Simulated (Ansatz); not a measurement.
Consider the ligand exchange at the Si–N bond: `[SiH3]NCS` + `O[SiH2]S` → `[SiH3]O[SiH2]S` + `NCS`.

Gas-phase electronic energies from Ansatz, PBE0-D4/def2-TZVP geometries. CBS: MP2 limit from def2 TZ/QZ plus the TZ coupled-cluster correction, frozen cores. One conformer a species, not always the lowest.

```json
{"species": "`[SiH3]NCS`", "CCSD(T)/def2-TZVPP energy (Eh)": "-783.70444"}
{"species": "`O[SiH2]S`", "CCSD(T)/def2-TZVPP energy (Eh)": "-764.39991"}
{"species": "`[SiH3]O[SiH2]S`", "CCSD(T)/def2-TZVPP energy (Eh)": "-1054.69347"}
{"species": "`NCS`", "CCSD(T)/def2-TZVPP energy (Eh)": "-493.43111"}
```

Question: Work out ΔE.

Answer: ΔE = (-1054.69347) + (-493.43111) − (-783.70444) − (-764.39991) = -0.02023 Eh = -12.7 kcal/mol. CCSD(T)/CBS gives -12.9 kcal/mol.

Largest T1 diagnostic among the species: 0.011.

In def2-TZVPP, CCSD(T) changes the Hartree–Fock value by +3.0 kcal/mol (the triples alone add +0.5 kcal/mol) and MP2 by +3.3 kcal/mol. From PBE to PBE0 (25 % exact exchange), in def2-TZVPP and without D4, ΔE moves by −1.0 kcal/mol.
